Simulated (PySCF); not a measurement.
# A thermochemical cycle for SnBr

PBE0 in PySCF with def2-SVP on every atom (core potentials on Sn), for the lowest determinant that a PBE0 search found; no spin–orbit coupling. SnBr, a doublet (π ↑), has De = 3.49 eV to neutral atoms, and SnBr⁺, a singlet (closed shell), has De = 3.83 eV to Sn⁺ + Br.

The adiabatic ionisation energy of SnBr, between the minima, is 6.98 eV.

**Question.** Which ionisation energy of the Sn atom does this level give?

**Answer.** IE(Sn) = IE(molecule) + De(ion) − De(neutral) = 6.98 + 3.83 − 3.49 = 7.32 eV; the measured value is 7.344 eV (NIST ASD).

These are scalar-relativistic numbers at best; spin–orbit coupling would shift them, the dissociation energy most. For an ion De counts to the pair picked by the measured ionisation energies or electron affinities, which need not be the lowest pair at this level. States were picked by a PBE0 search and need not be the measured ground states.
